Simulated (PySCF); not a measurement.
**ZrB: one state, many levels of theory**

State: ⁶Δ (sextet), unpaired electrons σ ↑↑, π ↑↑, δ ↑. Set-up: Zr x2c-TZVPPall, B x2c-TZVPPall; spin-free X2C with a Gaussian nucleus (PySCF 2.14). De refers to Zr (4d2 5s2) + B in their high-spin ground configurations, without counterpoise correction. The functionals are run spin-unrestricted. A positive dipole means Zr(−)B(+). Levels whose curve was spin-contaminated or gave no clean fit are not listed.

```tsv
Level	Re (Å)	ωe (cm⁻¹)	De (eV)	μ (D)
UHF	2.151	634	n/a	-5.06
UHF-CCSD	2.150	624	2.37	n/a
UHF-CCSD(T)	2.159	617	2.54	n/a
PBE	2.167	592	n/a	-3.21
BLYP	2.185	574	n/a	-3.17
TPSS	2.173	593	n/a	-3.43
r²SCAN	2.161	607	n/a	-3.49
PBE0	2.145	623	n/a	-3.65
M06	2.145	617	n/a	-3.45
BHandHLYP	2.139	634	n/a	-4.01
ωB97M-V	2.135	637	n/a	-3.94
```

Problem. What does a quarter of exact exchange do here, going from PBE to PBE0?

Solution. PBE0 less PBE: -2.2 pm in Re, +5.2 % in ωe. Exact exchange removes part of the self-interaction that spreads semilocal densities, and in most molecules shortens and stiffens the bond and lowers De; so it does here.

Problem. What does the step from GGA to meta-GGA do here, going from PBE to r²SCAN?

Solution. r²SCAN less PBE: -0.6 pm in Re, +2.5 % in ωe. 

Problem. What does the triples do here, going from UHF-CCSD to UHF-CCSD(T)?

Solution. UHF-CCSD(T) less UHF-CCSD: +0.9 pm in Re, -1.1 % in ωe, +0.17 eV in De. Correlation nearly always deepens the well. The bond lengthens, as in strong covalent bonds, where excitations into antibonding orbitals dominate.

Correlated steps freeze 15 core orbitals. De is left out where the level can put another filling of the metal’s s and d shells below the measured ground configuration, by anything from nothing to about 1 eV. These are scalar-relativistic numbers at best; spin–orbit coupling would shift them, the dissociation energy most. With d or f electrons several states lie close, and the lowest PBE0 determinant need not be the measured ground state.
